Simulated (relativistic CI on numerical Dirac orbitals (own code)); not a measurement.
## Transition arrays of Cd25+

Calculated at this level of theory: Dirac-Coulomb-Breit CI, KLI orbitals optimised for each configuration, a model potential for QED, valence Slater integrals scaled by 0.9, whole transition arrays (own radial code, finite nucleus).

Configuration list (outside the closed core [Ne] 3s2): 3p⁶3d⁵, 3p⁶3d⁴4f, 3p⁵3d⁶, 3p⁶3d⁴4p, 3p⁶3d⁴5f. Levels of other configurations are missing.

All E1 lines from the levels of 3p⁶3d⁵; mean and standard deviation are weighted by gf, and upper levels are sorted by their leading configuration.

```tsv
Upper configuration	Lines	Σgf	Mean (eV)	Mean (nm)	σ (eV)	Strongest line (nm)
3p⁶3d⁴4f	5470	949.8	727.32	1.705	7.29	1.690
3p⁵3d⁶	3245	224.2	217.42	5.703	19.72	5.207
3p⁶3d⁴4p	3245	50.4	579.63	2.139	6.93	2.130
3p⁶3d⁴5f	5470	296.5	940.18	1.319	7.92	1.311
```

Σgf per state of the lower configuration in bins of 0.2 nm over the central range (centre: value): 1.3: 1.18, 1.7: 3.77, 2.1: 0.20, 5.1: 0.12, 5.3: 0.18, 5.5: 0.14, 5.7: 0.07, 5.9: 0.07, 6.1: 0.06, 6.3: 0.10.

**Question.** How do configuration mixing and the scaling of the Slater integrals move the arrays?

**Answer.** Slater scale 0.9, no configuration mixing: 3p⁶3d⁴4f 727.4 ± 7.4 eV (Σgf 950.9), 3p⁵3d⁶ 217.8 ± 19.8 eV (Σgf 238.6), 3p⁶3d⁴4p 579.8 ± 6.9 eV (Σgf 47.9), 3p⁶3d⁴5f 939.9 ± 7.9 eV (Σgf 238.7); Slater scale 1: 3p⁶3d⁴4f 728.5 ± 7.9 eV (Σgf 954.8), 3p⁵3d⁶ 219.4 ± 20.6 eV (Σgf 224.5), 3p⁶3d⁴4p 579.7 ± 7.5 eV (Σgf 50.7), 3p⁶3d⁴5f 940.6 ± 8.6 eV (Σgf 298.4); Slater scale 0.8: 3p⁶3d⁴4f 726.2 ± 6.7 eV (Σgf 944.8), 3p⁵3d⁶ 215.4 ± 18.9 eV (Σgf 223.8), 3p⁶3d⁴4p 579.5 ± 6.3 eV (Σgf 50.1), 3p⁶3d⁴5f 939.7 ± 7.3 eV (Σgf 294.7). With mixing, levels are counted to their leading configuration, so an array can shrink or vanish into another, and the sums then hold other lines.
